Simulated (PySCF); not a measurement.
Si(H)3(vinyl) (C₂H₆Si), SMILES C=C[SiH3]. Atoms are numbered in the order given.

```xyz
9

Si     0.0775     1.0789     0.0000
C     -0.5274    -0.6828     0.0000
C      0.2813    -1.7406     0.0000
H     -0.4161     1.8036     1.1968
H      1.5595     1.0830     0.0000
H     -0.4161     1.8036    -1.1968
H     -1.6007    -0.8620     0.0000
H     -0.0960    -2.7580     0.0000
H      1.3612    -1.6350     0.0000
```
Charge 0, spin multiplicity 1.

Coordinates come from a B3LYP-D3(BJ)/def2-TZVP optimisation.

Method: B3LYP/pcJ-1 in PySCF.

Isotropic couplings with Fermi-contact, spin-dipole and both spin-orbit terms, one fixed conformer, no vibrational averaging. Isotopes: 13C, 1H, 29Si.

```
pair    bonds apart  J (Hz)
------  -----------  ------
Si1–C2            1   -68.6
Si1–H4            1  -209.4
Si1–H5            1  -212.0
Si1–H6            1  -209.4
C2–C3             1     ___
C2–H7             1     ___
C3–H8             1   165.4
C3–H9             1   165.5
Si1–C3            2    -1.8
Si1–H7            2   -11.6
C2–H4             2     ___
C2–H5             2     ___
C2–H6             2     ___
C2–H8             2     ___
C2–H9             2     ___
C3–H7             2    -5.8
H4–H5             2     4.7
H4–H6             2     2.6
H5–H6             2     4.7
H8–H9             2     ___
Si1–H8            3   -21.3
Si1–H9            3   -13.1
C3–H4             3     ___
C3–H5             3     ___
C3–H6             3     ___
H4–H7             3     0.3
H5–H7             3     9.3
H6–H7             3     0.3
H7–H8             3    15.4
H7–H9             3    21.2
H4–H8             4    -0.7
H4–H9             4    -1.9
H5–H8             4    -0.5
H6–H8             4    -0.7
H6–H9             4    -1.9
```

### Question
Fill in the missing entries. (The exact figures need the calculation; the answer reports its results.)

### Answer

- C2–C3, J (Hz): 71.4
- C2–H7, J (Hz): 153.2
- C2–H4, J (Hz): 4.5
- C2–H5, J (Hz): 5.3
- C2–H6, J (Hz): 4.5
- C2–H8, J (Hz): -2.6
- C2–H9, J (Hz): 1.4
- H8–H9, J (Hz): 3.3
- C3–H4, J (Hz): 5.5
- C3–H5, J (Hz): 3.9
- C3–H6, J (Hz): 5.5
